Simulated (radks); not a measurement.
Task: The mean radii <r> (bohr) of the occupied orbitals of an atom or ion are listed with their occupations. All-electron calculation, Dirac Kohn-Sham, BLYP, spin-unpolarised, spherical densities, finite nucleus; Fermi nuclear charge, rms radius of each element as measured or else 0.836 A^(1/3) + 0.57 fm. Program: a radial shooting solver on a logarithmic mesh with Libxc functionals.

| orbital | occ. | <r> |
|---|---|---|
| 1s1/2 | 2 | 0.02409 |
| 2s1/2 | 2 | 0.1026 |
| 2p1/2 | 2 | 0.08604 |
| 2p3/2 | 4 | 0.09235 |
| 3s1/2 | 2 | 0.2719 |
| 3p1/2 | 2 | 0.2615 |
| 3p3/2 | 4 | 0.2738 |
| 3d3/2 | 4 | 0.2450 |
| 3d5/2 | 6 | 0.2488 |
| 4s1/2 | 2 | 0.6123 |
| 4p1/2 | 2 | 0.6262 |
| 4p3/2 | 4 | 0.6512 |
| 4d3/2 | 4 | 0.6852 |
| 4d5/2 | 6 | 0.6932 |

Name the element and its charge. Open shells, if any, fill j = l - 1/2 first.

Result: Z = 59, praseodymium, charge +13: Pr13+ in [Kr] 4d10. The 1s radius gives Z: for a bare nucleus <r> = (2 gamma + 1)/(2Z) with gamma = sqrt(1 - (Z/c)^2), 0.02377 bohr for Z = 59, and screening makes it slightly larger (0.02409 here). The occupations add up to 46, and the charge is Z minus that.
